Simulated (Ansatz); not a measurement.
One geometry of the cluster Ta₂Si₂, several levels of theory.

```yaml
crystal:
  periodic: [false, false, false]
  atoms:
    - {symbol: Ta, position_ang: [-0.831640, 0.984741, -0.030350]}
    - {symbol: Ta, position_ang: [0.780994, 0.907305, -1.598334]}
    - {symbol: Si, position_ang: [0.805088, -0.941376, 0.010237]}
    - {symbol: Si, position_ang: [-0.754431, -0.950669, 1.618447]}
basis:
  gaussian: {orbitals: def2-TZVP, initial_orbitals: start.molden}
hamiltonian: {xc: lda}
scf: {omitted_lower_state_checks: [starts]}
output: {orbitals: {seedname: orbitals}}
```

The file start.molden holds the orbitals of an earlier run on this structure, at another level or in another basis.

```sh
$ ansatz run in.yaml --threads 4 --pin off --events-out ev --progress --plain --max-ram 3916MiB
```

Shortened log:

```
Functional definition: SPW92
1178 factors; their error is unknown
mean field evaluation 1: about -18786.1989 eV, gradient 1.9e1 eV
mean field evaluation 2: about -18786.4897 eV, gradient 5.6e-1 eV
mean field evaluation 4: about -18786.4765 eV, gradient 6.3e-2 eV
mean field -18786.47656409 eV, -690.3902797990 hartree, gradient 5.4e-5 eV, S^2 0.000000; 0 other end points of the search recorded, 0 dependent functions left out
reference -18786.47659679 eV, -690.3902810008 hartree; 27, 27 occupied and 127, 127 virtual orbitals, 1178 factors
Total energy: -18786.47659679 eV, -690.3902810008 hartree
Checks for a lower state left out: starts
```

Run time 1.1 s (4 threads of Arm Neoverse V1 on a shared host).

First input, but with `hamiltonian: {xc: pbe0, dispersion: d4}`, `output: {forces: true, orbitals: {seedname: orbitals}}` (abridged; 3.9 s):

```
Functional definition: PBE0
mean field -18846.20122430 eV, -692.5851205791 hartree, gradient 2.6e-5 eV, S^2 0.000000
Total energy: -18846.41468498 eV, -692.5929651144 hartree
Atom 0 force     0.078496    -0.116735     0.032037 eV/Å
Atom 1 force    -0.029634     0.004740     0.017482 eV/Å
Atom 2 force    -0.094849     0.051099     0.060321 eV/Å
Atom 3 force     0.045987     0.060896    -0.109839 eV/Å
Dipole moment:    -0.114334     0.790277    -0.586946 e Å
Checks for a lower state left out: starts
```

First input, but with `hamiltonian: {xc: {name: revPBE}, dispersion: d4}` (abridged; 2.2 s):

```
Functional definition: revPBE
mean field -18854.60572150 eV, -692.8939801545 hartree, gradient 1.9e-5 eV, S^2 0.000000
Total energy: -18855.02733953 eV, -692.9094743311 hartree
Checks for a lower state left out: starts
```

The first input with `gaussian: {orbitals: def2-TZVPD, initial_orbitals: start.molden}`, `hamiltonian: {xc: pbe0, dispersion: d4}` (abridged; 3.6 s):

```
Functional definition: PBE0
mean field -18846.21437792 eV, -692.5856039658 hartree, gradient 7.6e-5 eV, S^2 0.000000
Total energy: -18846.42784135 eV, -692.5934486022 hartree
Checks for a lower state left out: starts
```

As the first input, with `hamiltonian: {xc: pbe, dispersion: d4}` (abridged; 2.2 s):

```
Functional definition: PBE
mean field -18848.27701849 eV, -692.6614046085 hartree, gradient 1.9e-5 eV, S^2 0.000000
Total energy: -18848.52682179 eV, -692.6705847103 hartree
Checks for a lower state left out: starts
```

As the first input, with `hamiltonian: {xc: {text: "exchange = 0.65*pbe_x + 0.35*exact_x\ncorrelation = pbe_c"}}` (abridged; 3.1 s):

```
Functional definition: unnamed
mean field -18845.44801081 eV, -692.5574404938 hartree, gradient 2.7e-5 eV, S^2 0.000000
Total energy: -18845.44803307 eV, -692.5574413120 hartree
Checks for a lower state left out: starts
```

First input, but with `hamiltonian: {xc: {text: "exchange = 0.95*pbe_x + 0.05*exact_x\ncorrelation = pbe_c"}}` (abridged; 3.1 s):

```
Functional definition: unnamed
mean field -18847.83951985 eV, -692.6453268301 hartree, gradient 2.3e-5 eV, S^2 0.000000
Total energy: -18847.83955242 eV, -692.6453280270 hartree
Checks for a lower state left out: starts
```

Geometry: PBE0-D4/def2-SVP.

In the def2 sets Ta takes a core potential; there is no spin–orbit coupling. The restricted singlet is unstable towards broken spin symmetry at other levels; at LDA (SPW92)/def2-TZVP, revPBE-D4/def2-TZVP, PBE0-D4/def2-TZVPD, PBE with 35 % exact exchange/def2-TZVP and others this wasn't settled. At PBE0-D4/def2-TZVP the restricted singlet is unstable: a solution with broken spin symmetry lies lower. The geometry of the singlet was relaxed on an unsound state (restricted singlet, unstable towards broken spin symmetry at other levels and untested here). The structure comes from a short search, and lower isomers may exist.
